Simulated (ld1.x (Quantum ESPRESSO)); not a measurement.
# Te (Z = 52): TM pseudisation with PBE, scalar-relativistic reference atom.

| Quantity | Value |
| --- | --- |
| Element | tellurium |
| Generator | ld1.x (Quantum ESPRESSO) 7.5 |
| Type | norm-conserving Troullier–Martins (Kleinman–Bylander form) |
| Functional | PBE |
| Relativity | scalar-relativistic |
| Frozen core | [Kr] |
| Valence charge | 16 |
| Reference configuration | 4d10 5s2 5p3.5 (charge +0.5) |
| Partial waves | 5s (bound): rc 1.85 bohr; 4d (bound): rc 1.35 bohr; 5p (bound): rc 1.75 bohr |
| Local potential | the p channel |
| Core correction | Bessel-smoothed model core inside 1.30 bohr |

All-electron outer shells of the reference configuration (PBE, scalar-relativistic, ld1.x):

| shell | level (eV) | outermost node (bohr) | outermost maximum (bohr) |
| --- | --- | --- | --- |
| 4s | -168.73 | 0.38 | 0.70 |
| 4p | -118.75 | 0.38 | 0.74 |
| 4d | -45.98 | 0.36 | 0.81 |
| 5s | -19.14 | 0.91 | 1.80 |
| 5p | -9.69 | 1.00 | 2.14 |

Problem. Does the generator finish with these settings?

Solution. Yes, a potential is produced and its reference levels are reproduced.

Problem. Estimate the cutoffs (Ry, on a coarse ladder) from which the occupation-weighted sum of valence levels, in a spherical-Bessel basis at the reference potential, stays within 10 and 1 mRy of its value at 400 Ry.

Solution. 100 Ry and 180 Ry.

Problem. Does the potential have ghost states?

Solution. Ghost state, extra bound levels that the all-electron valence spectrum of the same l lacks: s at -75.5 eV. A true bound ghost makes a file unfit for plane-wave use.

Problem. Which valence shell sets the plane-wave cutoff?

Solution. 4d: its level needs 100 Ry to come within 1 mRy, against 40 Ry for 5p.

Problem. Tests: 4d10 5s2 5p4; 4d10 5s2 5p3; 4d10 5s2 5p2; 4d10 5s1 5p4; 4d10 5s0 5p6; 4d9 5s2 5p5; 4d9 5s2 5p4. Which has the largest error in its energy relative to the reference configuration, and how large is it?

Solution. 4d9 5s2 5p5, with -525 meV (all-electron minus pseudo) on +34.36 eV.
